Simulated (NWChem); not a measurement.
CaCl₂; SMILES [Cl][Ca][Cl]

Computed with NWChem. Pople sets run with spherical d functions. Structure relaxed at the PBE0-D3(BJ)/def2-TZVP level. Level TPSS/6-31G*: single points from the atomic guess with DIIS by default; each run changes one setting, and all converged runs end within 0.3 mHa of each other.

| setting | SCF iterations |
|---|---|
| defaults | 6 |
| no level shifting | 6 |
| level shift of 0.5 Ha throughout | 16 |
| no DIIS, 40 % damping | 15 |
| DIIS on 3 Fock matrices | 7 |
| DIIS on 20 Fock matrices | 6 |
